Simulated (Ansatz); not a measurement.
`N[SiH]([SiH3])[InH2]` + H₂O → `N[SiH](O)[SiH3]` + `[InH3]` at 400 K and 1 bar (formal hydrolysis of the Si–In bond).

Gas-phase electronic energies from Ansatz, PBE0-D4/def2-TZVP geometries. CBS: MP2 limit from def2 TZ/QZ plus the TZ coupled-cluster correction, frozen cores. This one scheme is used for every species. def2 core potentials past Kr. For In outer-core shells are correlated without core-valence functions, which leaves a few kJ/mol of doubt a bond. Each species was taken in one conformer, which may not be the lowest.

```json
{"species": "`N[SiH]([SiH3])[InH2]`", "CCSD(T)/CBS energy (Eh)": "-827.47915", "H − E (kJ/mol)": "231.5", "S (J/(mol·K))": "467.4"}
{"species": "H₂O", "CCSD(T)/CBS energy (Eh)": "-76.37941", "H − E (kJ/mol)": "69.8", "S (J/(mol·K))": "198.6"}
{"species": "`N[SiH](O)[SiH3]`", "CCSD(T)/CBS energy (Eh)": "-712.31896", "H − E (kJ/mol)": "230.9", "S (J/(mol·K))": "401.3"}
{"species": "`[InH3]`", "CCSD(T)/CBS energy (Eh)": "-191.56739", "H − E (kJ/mol)": "59.8", "S (J/(mol·K))": "243.4"}
```

H − E and S are ideal-gas, rigid-rotor, harmonic terms from PBE0-D4/def2-TZVP, for one conformer and one mirror image of each species. 1 Eh = 2625.50 kJ/mol, R = 8.31446 J/(mol·K).

By hand: ΔE, ΔH, ΔS and ΔG.

ΔE = (-712.31896) + (-191.56739) − (-827.47915) − (-76.37941) = -0.02779 Eh = -73.0 kJ/mol. Δ(H − E) = 230.9 + 59.8 − 231.5 − 69.8 = -10.6, so ΔH = -83.6 kJ/mol. ΔS = 401.3 + 243.4 − 467.4 − 198.6 = -21.3 J/(mol·K). ΔG = -83.6 − 400 × (-21.3)/1000 = -75.1 kJ/mol.

By hand: the equilibrium constant, and the temperature at which ΔG would vanish if ΔH and ΔS stayed fixed.

log₁₀ K = −ΔG/(RT ln 10) = 9.8. ΔG = 0 at ΔH/ΔS = 3925 K, far beyond where these terms or the molecules hold.

ΔH outweighs TΔS. A doubt of 5 kJ/mol in ΔE shifts log₁₀ K by 0.7 here. Other conformers and mirror images would add mixing entropy, several J/(mol·K) or more a flexible species. Modes under 60 cm⁻¹, often nearly free rotors, make the harmonic entropy too high. These are equilibria of isolated gas molecules and say nothing of rates. Largest T1 diagnostic: 0.014 (customary marks: 0.02 for closed shells, 0.045 for open ones).
